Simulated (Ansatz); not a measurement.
Ansatz (a program for electronic structure) input for 2,5-dihydro-1H-silol-1-amine (C4H9NSi), SMILES N[SiH]1CC=CC1, PBE-D3(BJ)/def2-SVP. 

Ansatz 0.2 input:
```yaml
crystal:
  periodic: [false, false, false]
  atoms:
    - {symbol: N, position_ang: [2.06501189, -0.53911147, 0.52493260]}
    - {symbol: Si, position_ang: [0.78288946, 0.01853688, -0.50116243]}
    - {symbol: C, position_ang: [-0.64717177, -1.22725680, -0.50097364]}
    - {symbol: C, position_ang: [-1.71597990, -0.50500319, 0.27506245]}
    - {symbol: C, position_ang: [-1.53720306, 0.79152875, 0.57515398]}
    - {symbol: C, position_ang: [-0.27708112, 1.47710146, 0.11808627]}
    - {symbol: H, position_ang: [1.84471192, -0.84653893, 1.46634593]}
    - {symbol: H, position_ang: [2.95976213, -0.06268535, 0.50945356]}
    - {symbol: H, position_ang: [1.40984255, 0.29307848, -1.83003063]}
    - {symbol: H, position_ang: [-0.36574518, -2.18969754, -0.04009419]}
    - {symbol: H, position_ang: [-0.98675921, -1.47159807, -1.52382671]}
    - {symbol: H, position_ang: [-2.62712317, -1.03225824, 0.58024801]}
    - {symbol: H, position_ang: [-2.29837261, 1.34744785, 1.13494406]}
    - {symbol: H, position_ang: [-0.48856978, 2.20421665, -0.68759559]}
    - {symbol: H, position_ang: [0.20133255, 2.05407765, 0.92832718]}
basis:
  gaussian:
    orbitals: def2-SVP
hamiltonian:
  xc: pbe
  dispersion: d3bj
relax: {f_tol: 0.002, max_steps: 200}
```

Program output:

```
WARN ansatz: RAYON_NUM_THREADS=1 ignored (pool sized by the plan → 1); use --threads N
Functional definition: PBE
integrals: 0.08 GiB planned
1522 factors; their error is unknown
mean field: 0.46 GiB planned
mean field evaluation 1: about -13626.1348 eV, gradient 8.7e1 eV
mean field evaluation 2: about -13594.6851 eV, gradient 1.4e2 eV
mean field evaluation 4: about -13644.1721 eV, gradient 9.8e0 eV
mean field evaluation 8: about -13644.4011 eV, gradient 8.7e-2 eV
mean field evaluation 16: about -13644.3022 eV, gradient 1.8e-4 eV
mean field -13644.30221013 eV, -501.4188577820 hartree, gradient 2.7e-5 eV, S^2 0.000000; 0 other end points of the search recorded, 0 dependent functions left out
the calculation of the forces begins
reference -13644.30224877 eV, -501.4188592019 hartree; 27, 27 occupied and 106, 106 virtual orbitals, 1522 factors
relax step   1: F+E_penalty+E_count = -13644.67946638 eV  Δ(F+E_penalty+E_count) = +0.000e0 eV  max|allowed force component| = 3.947e-1 eV/Å  Δτ_max = 0.0000 Å  (29 SCF iters, accepted)
these checks for a lower state are left out or cut short: starts, cluster_reference, orbital_swaps, neighbouring_geometries, increment
integrals: 0.08 GiB planned
1522 factors; their error is unknown
mean field: 0.46 GiB planned
mean field -13644.32397797 eV, -501.4196577354 hartree, gradient 2.3e-5 eV, S^2 0.000000; 0 other end points of the search recorded, 0 dependent functions left out
the calculation of the forces begins
reference -13644.32401681 eV, -501.4196591629 hartree; 27, 27 occupied and 106, 106 virtual orbitals, 1522 factors
relax step   2: F+E_penalty+E_count = -13644.69964560 eV  Δ(F+E_penalty+E_count) = -2.018e-2 eV  max|allowed force component| = 1.112e-1 eV/Å  Δτ_max = 0.0151 Å  (32 SCF iters, accepted)
these checks for a lower state are left out or cut short: starts, cluster_reference, orbital_swaps, neighbouring_geometries, increment
integrals: 0.08 GiB planned
1522 factors; their error is unknown
mean field: 0.46 GiB planned
mean field evaluation 32: about -13644.3275 eV, gradient 2.3e-5 eV
mean field -13644.32754014 eV, -501.4197886428 hartree, gradient 2.3e-5 eV, S^2 0.000000; 0 other end points of the search recorded, 0 dependent functions left out
the calculation of the forces begins
reference -13644.32757908 eV, -501.4197900739 hartree; 27, 27 occupied and 106, 106 virtual orbitals, 1522 factors
relax step   3: F+E_penalty+E_count = -13644.70237478 eV  Δ(F+E_penalty+E_count) = -2.729e-3 eV  max|allowed force component| = 5.128e-2 eV/Å  Δτ_max = 0.0107 Å  (32 SCF iters, accepted)
these checks for a lower state are left out or cut short: starts, cluster_reference, orbital_swaps, neighbouring_geometries, increment
integrals: 0.08 GiB planned
1522 factors; their error is unknown
mean field: 0.45 GiB planned
mean field -13644.32793125 eV, -501.4198030158 hartree, gradient 2.2e-5 eV, S^2 0.000000; 0 other end points of the search recorded, 0 dependent functions left out
the calculation of the forces begins
reference -13644.32797020 eV, -501.4198044473 hartree; 27, 27 occupied and 106, 106 virtual orbitals, 1522 factors
relax step   4: F+E_penalty+E_count = -13644.70271135 eV  Δ(F+E_penalty+E_count) = -3.366e-4 eV  max|allowed force component| = 3.020e-2 eV/Å  Δτ_max = 0.0051 Å  (32 SCF iters, accepted)
these checks for a lower state are left out or cut short: starts, cluster_reference, orbital_swaps, neighbouring_geometries, increment
integrals: 0.08 GiB planned
1522 factors; their error is unknown
mean field: 0.46 GiB planned
mean field -13644.32816842 eV, -501.4198117318 hartree, gradient 2.6e-5 eV, S^2 0.000000; 0 other end points of the search recorded, 0 dependent functions left out
the calculation of the forces begins
reference -13644.32820738 eV, -501.4198131634 hartree; 27, 27 occupied and 106, 106 virtual orbitals, 1522 factors
relax step   5: F+E_penalty+E_count = -13644.70304600 eV  Δ(F+E_penalty+E_count) = -3.347e-4 eV  max|allowed force component| = 2.117e-2 eV/Å  Δτ_max = 0.0147 Å  (32 SCF iters, accepted)
these checks for a lower state are left out or cut short: starts, cluster_reference, orbital_swaps, neighbouring_geometries, increment
integrals: 0.08 GiB planned
1522 factors; their error is unknown
mean field: 0.46 GiB planned
mean field -13644.32806109 eV, -501.4198077875 hartree, gradient 2.3e-5 eV, S^2 0.000000; 0 other end points of the search recorded, 0 dependent functions left out
the calculation of the forces begins
reference -13644.32810003 eV, -501.4198092182 hartree; 27, 27 occupied and 106, 106 virtual orbitals, 1522 factors
relax step   6: F+E_penalty+E_count = -13644.70311954 eV  Δ(F+E_penalty+E_count) = -7.354e-5 eV  max|allowed force component| = 1.355e-2 eV/Å  Δτ_max = 0.0071 Å  (32 SCF iters, accepted)
these checks for a lower state are left out or cut short: starts, cluster_reference, orbital_swaps, neighbouring_geometries, increment
integrals: 0.08 GiB planned
1522 factors; their error is unknown
mean field: 0.46 GiB planned
mean field -13644.32801588 eV, -501.4198061260 hartree, gradient 1.3e-5 eV, S^2 0.000000; 0 other end points of the search recorded, 0 dependent functions left out
the calculation of the forces begins
reference -13644.32805481 eV, -501.4198075566 hartree; 27, 27 occupied and 106, 106 virtual orbitals, 1522 factors
relax step   7: F+E_penalty+E_count = -13644.70313684 eV  Δ(F+E_penalty+E_count) = -1.730e-5 eV  max|allowed force component| = 4.389e-3 eV/Å  Δτ_max = 0.0023 Å  (23 SCF iters, accepted)
these checks for a lower state are left out or cut short: starts, cluster_reference, orbital_swaps, neighbouring_geometries, increment
integrals: 0.08 GiB planned
1522 factors; their error is unknown
mean field: 0.46 GiB planned
mean field evaluation 64: about -13644.3280 eV, gradient 2.6e-5 eV
mean field -13644.32800761 eV, -501.4198058220 hartree, gradient 2.6e-5 eV, S^2 0.000000; 0 other end points of the search recorded, 0 dependent functions left out
the calculation of the forces begins
reference -13644.32804654 eV, -501.4198072526 hartree; 27, 27 occupied and 106, 106 virtual orbitals, 1522 factors
relax step   8: F+E_penalty+E_count = -13644.70314435 eV  Δ(F+E_penalty+E_count) = -7.515e-6 eV  max|allowed force component| = 1.967e-3 eV/Å  Δτ_max = 0.0016 Å  (22 SCF iters, accepted)
these checks for a lower state are left out or cut short: starts, cluster_reference, orbital_swaps, neighbouring_geometries, increment
integrals: 0.08 GiB planned
1522 factors; their error is unknown
mean field: 0.46 GiB planned
mean field -13644.32799619 eV, -501.4198054025 hartree, gradient 8.6e-6 eV, S^2 0.000000; 0 other end points of the search recorded, 0 dependent functions left out
the calculation of the forces begins
reference -13644.32803512 eV, -501.4198068331 hartree; 27, 27 occupied and 106, 106 virtual orbitals, 1522 factors
relax step   9: F+E_penalty+E_count = -13644.70314753 eV  Δ(F+E_penalty+E_count) = -3.173e-6 eV  max|allowed force component| = 1.729e-3 eV/Å  Δτ_max = 0.0017 Å  (23 SCF iters, accepted)
these checks for a lower state are left out or cut short: starts, cluster_reference, orbital_swaps, neighbouring_geometries, increment
integrals: 0.08 GiB planned
1522 factors; their error is unknown
mean field: 0.46 GiB planned
mean field -13644.32794579 eV, -501.4198035502 hartree, gradient 2.2e-5 eV, S^2 0.000000; 0 other end points of the search recorded, 0 dependent functions left out
the calculation of the forces begins
reference -13644.32798472 eV, -501.4198049808 hartree; 27, 27 occupied and 106, 106 virtual orbitals, 1522 factors
relax step  10: F+E_penalty+E_count = -13644.70315261 eV  Δ(F+E_penalty+E_count) = -5.086e-6 eV  max|allowed force component| = 1.426e-3 eV/Å  Δτ_max = 0.0057 Å  (32 SCF iters, accepted)
integrals: 0.08 GiB planned
1522 factors; their error is unknown
mean field: 0.46 GiB planned
mean field evaluation 96: about -13644.3279 eV, gradient 3.2e-3 eV
mean field -13644.32794579 eV, -501.4198035502 hartree, gradient 2.8e-5 eV, S^2 0.000000; 1 other end points of the search recorded, 0 dependent functions left out
the calculation of the forces begins
reference -13644.32798472 eV, -501.4198049808 hartree; 27, 27 occupied and 106, 106 virtual orbitals, 1522 factors
Total energy: -13644.70319154 eV, -501.4335935772 hartree
Atom 0 at     2.080859    -0.566831     0.519477 Å, force    -0.000545     0.001114    -0.000253 eV/Å
Atom 1 at     0.790573     0.017317    -0.508995 Å, force     0.000428    -0.000475     0.001415 eV/Å
Atom 2 at    -0.651349    -1.233391    -0.507044 Å, force    -0.000674    -0.000088    -0.000405 eV/Å
Atom 3 at    -1.720669    -0.510756     0.280861 Å, force     0.001135    -0.000625     0.000480 eV/Å
Atom 4 at    -1.539712     0.796724     0.583547 Å, force     0.001426     0.000588     0.000555 eV/Å
Atom 5 at    -0.277699     1.486184     0.115517 Å, force    -0.000783    -0.000430     0.000736 eV/Å
Atom 6 at     1.835096    -0.848969     1.473131 Å, force     0.000504     0.000396    -0.000770 eV/Å
Atom 7 at     2.959553    -0.041708     0.535411 Å, force    -0.001038    -0.000890     0.000122 eV/Å
Atom 8 at     1.425959     0.293905    -1.845154 Å, force    -0.000034     0.000012     0.000020 eV/Å
Atom 9 at    -0.365492    -2.207095    -0.052473 Å, force    -0.000476     0.000284    -0.000103 eV/Å
Atom 10 at    -0.995102    -1.474925    -1.538382 Å, force     0.000313     0.000183    -0.000252 eV/Å
Atom 11 at    -2.635050    -1.044278     0.594848 Å, force     0.000163     0.000266    -0.000328 eV/Å
Atom 12 at    -2.301668     1.355403     1.155529 Å, force    -0.000040    -0.000073    -0.000283 eV/Å
Atom 13 at    -0.491951     2.213203    -0.701309 Å, force     0.000251    -0.000333    -0.000613 eV/Å
Atom 14 at     0.206197     2.077053     0.923907 Å, force    -0.000630     0.000074    -0.000320 eV/Å
Dipole moment:     0.110215     0.083249     0.210506 e Å
```

The run converged.
